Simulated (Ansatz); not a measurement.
## Ligand exchange: C3H6Sn + BHF2 → C2H3FSn + BH(CH3)F

Species: C3H6Sn `C#[C][SnH2][CH3]`, singlet; BHF2 `FBF`, singlet; C2H3FSn `C#[C][SnH2][F]`, singlet; BH(CH3)F, singlet. The partners trade CH3 for F: Sn–CH3 and B–F bonds give way to Sn–F and B–CH3.

Shapes, held fixed at every level: PBE0-D4/def2-TZVP. Programs: Ansatz 0.2.0. The zero-point and thermal change to 298 K, harmonic and unscaled (PBE0-D4/def2-TZVP), is -1.8 kJ/mol.

| level | kind | ΔH(298 K) (kJ/mol) | less CCSD(T)/def2-TZVPP |
| --- | --- | --- | --- |
| HF/def2-SVP | Hartree–Fock | +83.1 | -5.9 |
| PBE-D4/def2-TZVPP | GGA | +73.3 | -15.7 |
| PBE0-D4/def2-TZVPP | global hybrid | +78.4 | -10.6 |
| r2SCAN0-D4/def2-TZVPP | global hybrid | +79.9 | -9.1 |
| CCSD/def2-SVP | coupled cluster or CI | +88.4 | -0.6 |
| CCSD/def2-TZVPP | coupled cluster or CI | +87.9 | -1.1 |
| CCSD(T)/def2-TZVPP | coupled cluster or CI | +89.0 | 0.0 |

The highest level, CCSD(T)/def2-TZVPP, gives ΔH(298 K) = +89.0 kJ/mol; the levels span +73.3 to +89.0. The column of differences is taken from that level and isn't an error. No measured value is set beside it here. For atoms past krypton def2 sets carry core potentials with scalar relativity. Correlated rows may include outer-core shells of Sn, which these sets cover unevenly.
